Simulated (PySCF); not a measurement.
Electron correlation in Pb (lead, neutral)

[Xe] 4f14 5d10 6s2 6p2, high-spin 3P determinant. Computed with PySCF 2.14 in cc-pVDZ-PP with ECP60MDF, with a scalar-relativistic core potential. Frozen: 5s2 5p6 5d10; 4 electrons correlated.

MP2 pair energies summed by pair of shells (mhartree):

```json
{"pair": "6s-6p", "energy": "-16.70", "share (%)": "58.1"}
{"pair": "6s-6s", "energy": "-9.36", "share (%)": "32.6"}
{"pair": "6p-6p", "energy": "-2.69", "share (%)": "9.4"}
```

Total MP2 correlation energy: -28.75 mhartree.

Same-spin part -5.51 and opposite-spin part -23.24 mhartree; SCS-MP2 scales them by 1/3 and 6/5 to -29.73 mhartree.

| level | correlation energy (mhartree) |
| --- | --- |
| CCSD | -39.34 |
| (T) | -0.34 |
| CCSD(T) | -39.68 |

Diagnostics: T1 = 0.0067, D1 = 0.0161, largest double amplitude 0.072.

Spin-orbit coupling is strong in this species (close to jj coupling), so the high-spin LS determinant is a model state, not a physical level.

Cost of the coupled-cluster step: 0.07 s of wall time on 1 thread of Neoverse-V2 (shared host), for 4 correlated electrons.

Spin-orbit coupling is strong in this species, so the high-spin LS determinant is a model state.
